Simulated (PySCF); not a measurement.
**Nuclear quadrupole coupling in `O=CO[C@@]1(F)COC[C@H](F)O1`**

Species: C5H6F2O4.
Z-matrix (Å and degrees, GFN2-xTB geometry), rows numbered from 1:
```
O 
C   1  1.1810
O   2  1.3577  1  127.81
C   3  1.3879  2  119.87  1    -0.71
F   4  1.3774  3  108.23  2    61.70
C   4  1.5455  3  108.57  2   179.32
O   6  1.4016  4  110.93  3   127.32
C   7  1.4069  6  111.23  4    50.54
C   8  1.5392  7  109.50  6   -65.18
F   9  1.3712  8  108.84  7   143.15
O   4  1.3784  3  109.06  2   -57.75
H   2  1.1019  1  126.22  3   179.40
H   6  1.1002  4  108.43  3  -110.36
H   6  1.0902  4  109.08  3     9.64
H   8  1.1003  7  110.88  6    54.83
H   8  1.0892  7  106.74  6   174.41
H   9  1.0962  8  113.74  7   -98.31
```

Field gradients from the PBE0/pcSseg-1 density (PySCF, non-relativistic), principal values in atomic units, ordered |Vxx| ≤ |Vyy| ≤ |Vzz|:

```tsv
atom	Vxx	Vyy	Vzz
O1	0.4810	1.2070	-1.6881
O3	-0.5430	-1.1934	1.7364
O7	0.0331	1.9939	-2.0271
O11	-0.1966	-1.7023	1.8990
```

Problem. Find the asymmetry η = (Vxx − Vyy)/Vzz and the couplings χ = eQV/h (234.96 MHz × Q in barn × V in au), with Q(17O) = −0.0256 b.

Solution. 
| atom | environment | nucleus | η | χzz (MHz) | χxx (MHz) | χyy (MHz) |
| --- | --- | --- | --- | --- | --- | --- |
| O1 | ester carbonyl oxygen | 17O | 0.43 | 10.15 | -2.89 | -7.26 |
| O3 | ester single-bonded oxygen | 17O | 0.37 | -10.44 | 3.27 | 7.18 |
| O7 | cyclic ether oxygen | 17O | 0.97 | 12.19 | -0.20 | -11.99 |
| O11 | cyclic ether oxygen | 17O | 0.79 | -11.42 | 1.18 | 10.24 |

At O7 η is above 0.9: Vyy and Vzz are nearly equal in size and opposite in sign, so a small change could swap them and flip the sign of χzz. The tensor is traceless: Vxx + Vyy + Vzz = 0.

Problem. What is Vzz at O7 in SI units (1 au = 9.71736 × 10²¹ V/m²)?

Solution. -2.0271 au = -19.698 × 10²¹ V/m².

Were the hydrogens deuterons (Q(2H) = 0.00286 b), χzz would run from 185 kHz (H12, H17, H15 and H13) to 201 kHz (H16).

Isolated species at its GFN2-xTB geometry (one conformer only). GFN2-xTB bond lengths can be off by several hundredths of an ångström, more for odd bonds, and the gradients follow them. A larger basis could move these couplings by a tenth or more.

The run behind these numbers computed NMR shieldings as well. On an AMD EPYC 7R13 with one thread, shared host, this took 39 s wall and 1.0 GiB of memory at its peak.
